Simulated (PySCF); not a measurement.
Gas-phase reaction: 2 InCl₃ + 3 NH₂ = 2 InCl₃.NH₃ + N

Energies from PySCF, thermal terms from the rigid-rotor harmonic-oscillator model, ideal gas at 1 bar. † marks an energy on the PBE0/def2-TZVP geometry and frequencies; other levels use their own. MP2 and CCSD(T) freeze the core. Open shells (unrestricted): NH₂ (multiplicity 2), N (multiplicity 4); the rest are closed-shell singlets. B3LYP is the form with VWN-RPA correlation. In: scalar-relativistic def2 core potential, no spin-orbit coupling. Adducts (InCl₃.NH₃) have no counterpoise correction, and HF, PBE, BLYP, B3LYP and PBE0 lack dispersion. InCl₃.NH₃: computed as isolated molecules; such fragments, hydroxides, amides, oligomers or adducts are transient or little studied in the gas. MP2 isn't extrapolated to the basis-set limit; its ΔH°(298 K) is -507.8 kJ in def2-SVP and -466.4 kJ in def2-TZVPP. CCSD(T) isn't extrapolated to the basis-set limit. The harmonic model lacks anharmonicity and excited electronic states, which grow with temperature; levels with a mode under 35 cm⁻¹ are left out. Soft modes under 120 cm⁻¹ make the harmonic entropy rough for InCl₃, InCl₃.NH₃.

ΔH° and ΔS° at 298 K: B3LYP/def2-TZVP† -341 kJ, -296 J/K; CCSD(T)/def2-SVP† -471 kJ, -296 J/K; HF/def2-TZVP† -403 kJ, -296 J/K; MP2/def2-SVP† -508 kJ, -296 J/K; MP2/def2-TZVPP† -466 kJ, -296 J/K; PBE/def2-SVP -402 kJ, -299 J/K.

### Question
With the heat capacities included, give log10 K (1 bar) at 500, 600, 1000, 1800, 2000 K from B3LYP/def2-TZVP†, CCSD(T)/def2-SVP†, HF/def2-TZVP†, MP2/def2-SVP†, MP2/def2-TZVPP†, PBE/def2-SVP.

### Answer
```json
[
 {"T (K)": "500", "B3LYP/def2-TZVP†": "20.2", "CCSD(T)/def2-SVP†": "33.8", "HF/def2-TZVP†": "26.7", "MP2/def2-SVP†": "37.7", "MP2/def2-TZVPP†": "33.3", "PBE/def2-SVP": "26.4"},
 {"T (K)": "600", "B3LYP/def2-TZVP†": "14.3", "CCSD(T)/def2-SVP†": "25.7", "HF/def2-TZVP†": "19.7", "MP2/def2-SVP†": "28.9", "MP2/def2-TZVPP†": "25.3", "PBE/def2-SVP": "19.5"},
 {"T (K)": "1000", "B3LYP/def2-TZVP†": "2.8", "CCSD(T)/def2-SVP†": "9.6", "HF/def2-TZVP†": "6.0", "MP2/def2-SVP†": "11.5", "MP2/def2-TZVPP†": "9.4", "PBE/def2-SVP": "5.9"},
 {"T (K)": "1800", "B3LYP/def2-TZVP†": "-4.4", "CCSD(T)/def2-SVP†": "-0.7", "HF/def2-TZVP†": "-2.6", "MP2/def2-SVP†": "0.4", "MP2/def2-TZVPP†": "-0.8", "PBE/def2-SVP": "-2.8"},
 {"T (K)": "2000", "B3LYP/def2-TZVP†": "-5.3", "CCSD(T)/def2-SVP†": "-1.9", "HF/def2-TZVP†": "-3.7", "MP2/def2-SVP†": "-0.9", "MP2/def2-TZVPP†": "-2.0", "PBE/def2-SVP": "-3.8"}
]
```
